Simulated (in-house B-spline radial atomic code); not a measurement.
Zr IV (Zr3+) is squeezed into an impenetrable sphere of radius R (the orbitals vanish at R). Computed with a radial B-spline atomic code at the basis-set limit: non-relativistic r2SCAN, spin-polarised, spherical fractional occupations, point nucleus.

Energies in eV above the free ion in [Kr] 4d1:

| R (bohr) | highest level (eV) | [Kr] 4d1 | [Ar] 3d10 4s2 4p5 4d2 | [Kr] 4f1 |
| --- | --- | --- | --- | --- |
| 9.3 | -28.7 | -1.666e-05 | 29.56 | 20.08 |
| 5.6 | -28.6 | 0.0193 | 29.58 | 21.86 |
| 4.63 | -28.4 | 0.1635 | 29.79 | 24.26 |
| 3.95 | -27.7 | 0.7557 | 30.63 | 27.74 |
| 3.35 | -25.7 | 3.247 | 33.86 | 34.12 |
| 3.21 | -24.8 | 4.654 | 35.59 | 36.66 |
| 2.63 | -16.8 | 22.22 | 55.65 | 59.93 |
| 2.38 | -9.2 | 44.85 | 80.29 | 85.45 |
| 1.75 | 43 | 281 | 326 | 326.6 |
| 1.22 | 226 | 1553 | 1605 | 1569 |

Q: Does [Ar] 3d10 4s2 4p5 4d2 fall below [Kr] 4d1 under compression?

A: No, it stays above over the whole range.

Q: Does [Kr] 4f1 fall below [Kr] 4d1 under compression?

A: No, it stays above over the whole range.

The highest level is first positive in the row R = 1.75 bohr, pushed up by confinement above the zero of the free ion's potential. Each configuration is held fixed and needn't be the lowest in the sphere.
